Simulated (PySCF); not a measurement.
Stretching HgB

Set-up: basis Hg def2-SVPD with ECP60, B def2-SVPD; scalar-relativistic core potentials; PySCF 2.14. Energies in eV from Hg + B in their ground configurations at the same level. State: ²Π (doublet), unpaired electrons π ↑.

All columns are PBE0. A positive dipole means Hg(−)B(+).

```tsv
R (Å)	E (eV)	μ (D)	Mulliken charge on Hg (basis-dependent)	HOMO (eV)	LUMO (eV)	Mayer bond order	⟨S²⟩
2.063	-0.116	-1.95	0.09	-5.16	-2.75	1.19	0.75
2.159	-0.254	-1.87	0.09	-5.14	-2.67	1.05	0.76
2.255	-0.322	-1.77	0.09	-5.12	-2.61	0.92	0.76
2.327	-0.344	-1.69	0.09	-5.12	-2.56	0.83	0.76
2.399	-0.348	-1.61	0.09	-5.11	-2.52	0.75	0.76
2.471	-0.340	-1.53	0.10	-5.11	-2.49	0.68	0.76
2.567	-0.318	-1.42	0.10	-5.12	-2.45	0.59	0.76
2.687	-0.282	-1.28	0.10	-5.13	-2.44	0.50	0.75
2.831	-0.234	-1.11	0.09	-5.16	-2.46	0.40	0.75
3.023	-0.176	-0.90	0.08	-5.20	-2.48	0.30	0.75
```

A fit through these points gives, at Re = 2.384 Å, μ = -1.63 D and dμ/dR = 1.12 D/Å; the reduced mass is 10.44 u.

Problem. How strong is the fundamental in the double-harmonic approximation, I = 42.26·(dμ/dR)²/μred km/mol?

Solution. I = 42.26·(1.12)²/10.44 = 5.08 km/mol at PBE0.

The bond is weak. Basis-set superposition, not corrected here, can be much of De in a small basis, most of all at correlated wavefunction levels. Functionals without a dispersion term scatter widely for such bonds, and LDA overbinds them. These are scalar-relativistic numbers at best; spin–orbit coupling would shift them, the dissociation energy most. The state is the lowest determinant that a PBE0 search found; another state may lie lower at other levels.
